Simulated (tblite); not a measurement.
Compound: C7H15B.
Cartesian coordinates in Å at the GFN2-xTB level; atoms count from 1:
```
atom  x, y, z in Å
C1     2.765   -0.475    0.304
C2     1.473   -0.586   -0.499
C3     0.403    0.386   -0.005
C4    -0.155    0.055    1.393
B5    -1.586    0.704    1.427
C6    -1.888    1.198   -0.035
C7    -0.834    0.503   -0.920
C8    -1.365   -0.848   -1.392
H9     3.161    0.537    0.251
H10    3.517   -1.158   -0.086
H11    2.592   -0.721    1.349
H12    1.689   -0.374   -1.549
H13    1.101   -1.611   -0.434
H14    0.856    1.384    0.045
H15   -0.239   -1.030    1.506
H16    0.523    0.378    2.184
H17   -2.283    0.808    2.359
H18   -1.724    2.280   -0.064
H19   -2.898    1.041   -0.412
H20   -0.593    1.102   -1.804
H21   -2.281   -0.706   -1.963
H22   -0.647   -1.353   -2.034
H23   -1.590   -1.488   -0.543
```

Method: GFN2-xTB as coded in tblite; computed harmonic values from a numerical Hessian at the method's own geometry, unscaled. The method is semi-empirical: single wavenumbers can be off by several per cent or more. Modes of hydrogen on boron can be 10 to 20 % off. One conformer, not necessarily the lowest.

Harmonic wavenumbers (cm⁻¹): 95.1, 124.1, 151.7, 197.5, 228.9, 243.9, 313.7, 345.9, 399.8, 467.3, 519.6, 548.2, 668.3, 694.0, 804.0, 823.7, 840.4, 862.5, 898.4, 943.8, 985.6, 1001.3, 1006.4, 1040.4, 1075.2, 1077.9, 1110.4, 1130.1, 1144.8, 1180.2, 1199.2, 1228.6, 1236.5, 1265.7, 1288.7, 1299.6, 1328.4, 1346.4, 1365.2, 1410.7, 1414.5, 1451.4, 1457.5, 1494.6, 1505.5, 1507.2, 1509.2, 1518.1, 2661.4, 2907.0, 2924.3, 2937.0, 2941.4, 2958.8, 2981.3, 2989.2, 2993.8, 3020.8, 3025.8, 3029.0, 3038.3, 3041.3, 3042.0.

A = 3202, B = 1520, C = 1204 MHz; mass 110.127 u (most abundant isotopes); point group C1, symmetry number 1.

Question: What is the zero-point energy?

Answer: ½Σν̃ = 45121 cm⁻¹ = 129.01 kcal/mol.

Question: Give the ideal-gas entropy at 350 K and 1 bar in the rigid-rotor, harmonic-oscillator model (classical rotation).

Answer: Translation 40.83, rotation 28.87, vibration 28.49: S = 98.2 cal/(mol K).

Question: And Cp and H(350 K) − H(0)?

Answer: Cp = 44.26 cal/(mol K), of which vibrations give 36.31 (their classical limit is 63 R = 125.2); H(350 K) − H(0) = 8.54 kcal/mol without the zero-point energy, 5.76 from vibrations.

Question: Which modes carry the vibrational entropy at 350 K?

Answer: 95.1 cm⁻¹: 3.87; 124.1 cm⁻¹: 3.35; 151.7 cm⁻¹: 2.96; 197.5 cm⁻¹: 2.46; 228.9 cm⁻¹: 2.18; 243.9 cm⁻¹: 2.06 cal/(mol K); the other 57 give 11.63 together.

Question: What must be added to the electronic energy to get the Gibbs energy at 350 K and 1 bar?

Answer: ZPE + [H(350 K) − H(0)] − T·S = 129.01 + 8.54 − 34.37 = 103.18 kcal/mol.

Question: How do the functions run with temperature in this model?

Answer: 
| T (K) | S (cal/(mol K)) | Cp (cal/(mol K)) | H − H(0) (kcal/mol) | G − H(0) (kcal/mol) | ln q(vib) |
| --- | --- | --- | --- | --- | --- |
| 150 | 72.1 | 21.5 | 2.07 | -8.75 | 1.66 |
| 250 | 85.5 | 32.0 | 4.73 | -16.64 | 3.77 |
| 298.15 | 91.6 | 37.8 | 6.41 | -20.91 | 4.85 |
| 400 | 104.5 | 50.3 | 10.91 | -30.90 | 7.26 |
| 600 | 129.0 | 70.7 | 23.12 | -54.27 | 12.29 |
| 900 | 161.8 | 90.8 | 47.60 | -98.02 | 19.95 |

q(vib) and H(0) count from the zero-point level.

Hindered rotation and anharmonicity are outside this model. Other conformers, if any are populated, would add a mixing term that is left out. The structure is chiral; the term R ln 2 for an equal mix with its mirror image is left out.
